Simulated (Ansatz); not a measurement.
This geometry of BH5N2 + H2O (11 atoms, charge 0, multiplicity 1) is a first-order saddle point.

Level of theory: Ansatz 0.2.0, RKS r2SCAN/def2-SVP.

```xyz
11
Properties=species:S:1:pos:R:3
B 0.045 0.284 0.185
N 0.031 0.016 1.731
H -0.708 -0.567 2.117
H 0.936 -0.249 2.119
N 1.406 0.142 -0.380
H 1.660 -0.834 -0.536
H 1.491 0.603 -1.285
H -0.974 -0.143 -0.365
O -0.194 1.887 0.444
H -1.112 2.106 0.230
H -0.176 1.354 1.486
```

Problem. Which two structures does it join? (They come from a converged band through this point; their orientation in space is the band's.)

Solution. Bonds broken: B1–N2, O9–H11. Bonds formed: B1–O9, N2–H11. BH5N2 + H2O becomes BH4NO + H3N.

First end point:

```xyz
11
Properties=species:S:1:pos:R:3
B 0.099 -0.286 0.123
N 0.073 -0.291 1.551
H -0.765 -0.555 2.053
H 0.911 -0.385 2.116
N 1.292 -0.227 -0.619
H 2.211 -0.130 -0.205
H 1.288 -0.101 -1.621
H -0.961 -0.326 -0.463
O -0.351 2.633 0.974
H -1.175 2.521 0.485
H -0.218 1.746 1.353
```

Last end point:

```xyz
11
Properties=species:S:1:pos:R:3
B -0.064 0.604 -0.621
N -0.252 -0.019 2.341
H -0.129 -0.446 3.261
H 0.533 -0.351 1.774
N 1.244 0.094 -0.720
H 1.453 -0.802 -1.139
H 2.061 0.644 -0.477
H -0.999 -0.065 -1.000
O -0.227 1.872 -0.117
H -1.158 2.094 -0.023
H -0.057 0.975 2.469
```

Problem. How far does it lie above each of them?

Solution. 89.5 kJ/mol above the first and 110.5 kJ/mol above the second. This is the barrier of this one path; another mechanism may lie lower. The orbitals stay closed-shell, which can raise the energy where a bond breaks towards radicals; this wasn't checked here.

Time of the run: 3.6 min on 2 threads of Arm Neoverse V2, on a shared host, peak memory 0.14 GiB.
